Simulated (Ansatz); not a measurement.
Ideal-gas functions of F2H3OSi2, SMILES `F[SiH](F)O[SiH2]` radical at 600 K and 1 bar, from an Ansatz frequency run at PBE0-D4/def2-TZVP.

Molar mass 113.19 g/mol, point group C1 (symmetry number 1), electronic degeneracy 2, moments of inertia 82.824, 279.042, 322.804 u Å². Harmonic wavenumbers (cm⁻¹, unscaled): 25, 40, 72, 298, 306, 419, 592, 716, 785, 834, 843, 907, 931, 974, 1158, 2179, 2217, 2345.

Use S(trans) = R[1.5 ln M + 2.5 ln T − 1.1517]; rotational temperatures θ = 24.2544 K / I; S(rot) = R[ln(√π/σ · √(T³/θAθBθC)) + 1.5]; for each mode x = 1.438777 ν̃/T, S = R[x/(eˣ − 1) − ln(1 − e⁻ˣ)] and H = RT x/(eˣ − 1); 1 cm⁻¹ = 0.0119627 kJ/mol; R = 8.31446 J/(mol·K).

Question: By hand: the entropy, in J/(mol·K).

Answer: Translation 182.4. Rotation: θ = 0.2928, 0.0869, 0.0751 K, giving 123.0. Vibration, mode by mode: 31.71, 27.81, 22.93, 11.28, 11.07, 8.62, 6.07, 4.77, 4.18, 3.81, 3.75, 3.32, 3.17, 2.93, 2.07, 0.28, 0.26, 0.20, in all 148.2. Electronic 5.8. Sum 459.4 J/(mol·K).

Question: By hand: H − E and G − E in kJ/mol, counted from the electronic energy.

Answer: Zero-point energy ½ × 15641 × 0.0119627 = 93.6; thermal vibration 38.0; translation, rotation and pV give 4 RT = 20.0. H − E = 151.6 kJ/mol, and G − E = 151.6 − 600 × 459.4/1000 = -124.0 kJ/mol.

Vibration gives 32 % of the entropy, 82.5 J/(mol·K) of it from the modes under 150 cm⁻¹: soft modes count most, and the harmonic formula is weakest for them. The sum counts one conformer and one mirror image; others add a mixing term.
